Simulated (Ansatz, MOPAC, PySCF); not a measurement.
System: CH6NSi (charge 0, doublet). SMILES: [CH2]N[SiH3]
Structure (B3LYP-D3(BJ)/def2-TZVP (Ansatz, an electronic-structure program) minimum search):
```xyz
9

C     -1.4140     0.9755    -0.2809
N     -0.5255    -0.0542    -0.5470
Si     0.8987    -0.4193     0.3739
H     -2.3020     1.0699    -0.8850
H     -1.3572     1.4624     0.6805
H     -0.6700    -0.5302    -1.4231
H      1.8928     0.6827     0.3429
H      0.5354    -0.6512     1.7922
H      1.4816    -1.6379    -0.2282
```
Charge 0, spin multiplicity 2.

Unscaled harmonic wavenumbers (cm⁻¹) in rising order, each level at the stationary point that it reaches from this structure (no distance between atoms moves by over 0.3 Å); the order of modes can differ between levels, and a negative number is imaginary. B3LYP-D3(BJ)/def2-TZVP (PySCF, at the structure above): 96, 206, 268, 338, 451, 687, 697, 783, 926, 959, 994, 1099, 1262, 1417, 1501, 2202, 2221, 2245, 3163, 3277, 3602.

PM7 (MOPAC): 68, 180, 312, 532, 652, 663, 787, 817, 838, 846, 861, 1117, 1401, 1462, 1509, 2295, 2307, 2314, 2720, 2767, 2789. Zero-point energy 38.9 against 40.6 kcal/mol; where all levels lie over 400 cm⁻¹, the wavenumbers are on average 0.999 times those of B3LYP-D3(BJ)/def2-TZVP.

HF/3-21G (Ansatz): 89, 216, 309, 538, 647, 733, 768, 834, 989, 1050, 1084, 1206, 1270, 1566, 1619, 2256, 2278, 2291, 3278, 3391, 3777. Zero-point energy 43.2 against 40.6 kcal/mol; where all levels lie over 400 cm⁻¹, the wavenumbers are on average 1.082 times those of B3LYP-D3(BJ)/def2-TZVP.

B3LYP/6-31G* (Ansatz): 124, 199, 273, 460, 593, 687, 690, 778, 918, 971, 1000, 1113, 1261, 1428, 1511, 2213, 2250, 2264, 3157, 3266, 3586. Zero-point energy 41.1 against 40.6 kcal/mol; where all levels lie over 400 cm⁻¹, the wavenumbers are on average 1.021 times those of B3LYP-D3(BJ)/def2-TZVP.
